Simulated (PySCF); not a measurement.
# MSH₂ across the 4d metals

Level: PBE0, basis family def2-TZVP, scalar-relativistic core potentials from Rb on and no relativity for lighter atoms.

Each entry is the lowest minimum that a search over a few typed start shapes (and spin states, where more than one is plausible) found, or that minimum re-optimised at the stated level; isomers with ligand–ligand bonds, or fragments after loss of a ligand pair, can lie lower. Open shells are unrestricted; no spin–orbit coupling; PySCF with density fitting.

```
molecule  2S+1  point group  mean bond to the central atom (Å)  distinct angles (°)  gap (eV)  highest ω (cm⁻¹)  polar-tensor charge of the central atom
   H₂ZrS     1           Cs                              1.958              110/103      4.51              1694                                     1.40
   H₂MoS     3          C2v                              1.840              129/116         –              1848                                     0.99
   H₂TcS     4           Cs                              1.779              104/104         –              2006                                     0.90
   H₂RuS     3           Cs                              1.712                86/94         –              2212                                     0.61
   H₂PdS     1           Cs                              2.186               91/106      4.00              2624                                    -0.14
```

Left out of the table are members whose search was unfinished or whose lowest solution was spin-contaminated, unstable, very soft or bonded differently.

Open d and f shells are single-determinant solutions and may miss the true ground state.
